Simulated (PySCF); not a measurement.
Electron correlation in B⁺ (boron, charge +1)

[He] 2s1 3d1, high-spin 3D determinant (an excited configuration). All numbers are calculated (PySCF 2.14, scalar relativity by spin-free X2C-1e, in x2c-TZVPPall with one added diffuse shell each of s, p, d type (6s4p3d1f, 40 functions)). Frozen: 1s2; 2 electrons correlated.

Total MP2 correlation energy: -2.21 mhartree.

Same-spin part -2.21 and opposite-spin part 0.00 mhartree; SCS-MP2 scales them by 1/3 and 6/5 to -0.74 mhartree.
